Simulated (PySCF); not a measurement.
Two species compared at the same levels of theory.

First species: C₄H₆F₄O.
InChI=1S/C4H6F4O/c1-2(5)9-4(8)3(6)7/h2-4H,1H3/t2-,4+/m0/s1

Second species: C4H13PSi2.
Numbering: `[CH2:1]=[CH:2][CH2:3][CH2:4][SiH2:5][SiH2:6][PH2:7]` (hydrogens: H8, H9 on C1; H10 on C2; H11, H12 on C3; H13, H14 on C4; H15, H16 on Si5; H17, H18 on Si6; H19, H20 on P7)

Geometry (GFN2-xTB, Å), atoms numbered from 1 in this order:
```
atom  x, y, z in Å
C1     2.5944    1.6737    0.1672
C2     2.4475    0.3637    0.1100
C3     1.2377   -0.3328   -0.4249
C4     0.4975   -1.0699    0.6957
Si5   -1.1182   -1.8810    0.0863
Si6   -2.5417   -0.2109   -0.6821
P7    -2.3993    1.5704    0.6822
H8     1.8386    2.3466   -0.2056
H9     3.4743    2.1336    0.5835
H10    3.2199   -0.2883    0.4981
H11    0.5708    0.3962   -0.8931
H12    1.5395   -1.0539   -1.1894
H13    0.2611   -0.3525    1.4865
H14    1.1675   -1.8092    1.1378
H15   -1.6797   -2.6628    1.1949
H16   -0.7773   -2.8444   -0.9694
H17   -3.9663   -0.5642   -0.6459
H18   -2.2893    0.2023   -2.0738
H19   -1.1188    1.9287    0.3115
H20   -2.9633    2.4654   -0.2054
```

Levels: PBE0/pcSseg-1 for HOMO energy, LUMO energy and HOMO–LUMO gap. Geometries: GFN2-xTB. Each structure is a single optimised conformer of the isolated species, non-relativistic unless stated; the electronic structure was computed with PySCF and density fitting.

The conformers computed, where there is a choice (atom-mapped SMILES and torsion angles):
- `[CH3:1][C@@H:2]([F:3])[O:4][C@@H:5]([F:6])[CH:7]([F:8])[F:9]`: C1–C2–O4–C5 172°, C2–O4–C5–F6 84°, O4–C5–C7–F8 59°

The conformers of `C=CCC[SiH2][SiH2]P` aren't listed.

| property | column X | column Y |
| --- | --- | --- |
| HOMO energy | -9.57 eV | -7.44 eV |
| LUMO energy | 1.32 eV | -0.34 eV |
| HOMO–LUMO gap | 10.89 eV | 7.10 eV |

Task: Which column belongs to which species?

Result: Column X is the first species and column Y the second. The first has 15 atoms and 74 electrons, the second 20 and 80.

Task: How does each property change from the first species to the second?

Result: HOMO energy +2.13 eV; LUMO energy -1.66 eV; HOMO–LUMO gap -3.79 eV.

